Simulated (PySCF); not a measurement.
Excitation energy of N²⁺ by level of theory

N²⁺ [He] 2s2 2p1 (2P) → N²⁺ [He] 2s1 2p2 (4P), as a difference of total energies. Calculation: PySCF 2.14, in aug-cc-pwCVTZ; the non-relativistic Hamiltonian (point nucleus). Correlated levels: valence: 1s2 frozen. The calculations carry no spin-orbit coupling.

```
           method  excitation energy (eV)
              UHF                   5.163
    MP2 (valence)                   6.410
SCS-MP2 (valence)                   6.880
   CCSD (valence)                   7.035
CCSD(T) (valence)                   7.064
```

Q: How much does correlation contribute at CCSD(T) (valence)?

A: 7.064 − (5.163) = 1.901 eV, measured against UHF.
